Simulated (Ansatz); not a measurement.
The lowest singlet and triplet of CH3N (SMILES [CH]N); geometries from B3LYP-D3(BJ)/def2-TZVP, each state relaxed from the structure named, with no frequency check.
Singlet at the triplet's geometry (charge 0, multiplicity 1):
```xyz
5

C      0.7213    -0.1471     0.2783
N     -0.5394     0.1046    -0.1843
H      1.6271    -0.1137    -0.3276
H     -0.9956     0.9423     0.1590
H     -1.1833    -0.6781    -0.2110
```

A positive gap puts the triplet lower; no zero-point energy. R- takes a restricted singlet. U- takes an unrestricted singlet (broken symmetry where lower, unprojected). The triplet is unrestricted in single-reference levels. Active spaces average the two states.

Frozen-core correlation.

Run with Ansatz (Gaussian basis) for Hartree–Fock, density functionals and correlated methods. Values without a source in brackets are computed.

Q: One of these levels gives 1.639 eV for the gap E(singlet) − E(triplet), vertical, at the triplet's geometry. Which one is it?
A. SC-NEVPT2 on SA-CASSCF(2,2)/cc-pVTZ
B. R-SCS-MP2/cc-pVTZ
C. U-wB97M-V/def2-TZVPP (spin-contaminated)
D. R-PBE/def2-TZVPP

A: D, R-PBE/def2-TZVPP. The others give 0.526 (U-wB97M-V/def2-TZVPP (spin-contaminated)), 1.459 (R-SCS-MP2/cc-pVTZ), 1.247 (SC-NEVPT2 on SA-CASSCF(2,2)/cc-pVTZ)

Doubts at one or more of the structures used: a restricted determinant that unrestricted orbitals would lower (R-PBE/def2-TZVPP, R-SCS-MP2/cc-pVTZ).

Ansatz is a first-principles code.
